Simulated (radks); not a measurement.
Values are calculated unless marked as measured or tabulated.
V, configuration [Ar] 3d2.5 4s2 4d0.5 (fractional occupations, a model configuration).

Code: a radial shooting solver on a logarithmic mesh with Libxc functionals. Model: Dirac Kohn-Sham, PBEsol, spin-unpolarised, spherical densities, finite nucleus; open shells fill j = l - 1/2 first; Fermi nuclear charge, rms radius 3.6002 fm.

Energy parts (Ry):
total: -1895.73005
kinetic: 1915.88778
electron-nucleus: -4509.40613
Hartree: 785.61769
exchange-correlation: -87.82938

Orbitals (lengths in bohr, moments of r in powers of bohr; r(max) is where P^2 peaks):
orbital  occ.  eigenvalue (Ry)    <1/r>   r(max)     <r^2>  small-component weight
1s1/2       2        -394.1428    22.82  0.04352  0.005945                6.79e-03
2s1/2       2        -44.63427    4.808   0.2559    0.1125                1.20e-03
2p1/2       2        -37.69644    4.746   0.2066   0.09155                1.18e-03
2p3/2       4        -37.17572    4.680   0.2089   0.09328                1.17e-03
3s1/2       2         -5.52383    1.494   0.8186     1.031                2.54e-04
3p1/2       2         -3.64078    1.370   0.8385     1.188                2.21e-04
3p3/2       4         -3.57869    1.356   0.8451     1.208                2.18e-04
3d3/2     2.5         -0.71869    1.007   0.8759     2.338                1.30e-04
3d5/2       0         -0.71339    1.004   0.8781     2.354                1.29e-04
4s1/2       2         -0.53640   0.4229    2.619     10.85                3.02e-05
4p1/2       0         -0.25022   0.3277    3.232     18.17                1.88e-05
4p3/2       0         -0.24661   0.3251    3.255     18.45                1.86e-05
5s1/2       0         -0.07595   0.1141    9.510     136.0                2.58e-06
4d3/2     0.5         -0.03199  0.08349    13.88     234.7                1.24e-06
4d5/2       0         -0.03197  0.08342    13.89     234.9                1.24e-06

The highest occupied level is 4d3/2 at -0.435 eV. The configuration is held as typed, so some empty levels lie below it. The electron density at the nucleus is 9868 e/bohr^3.
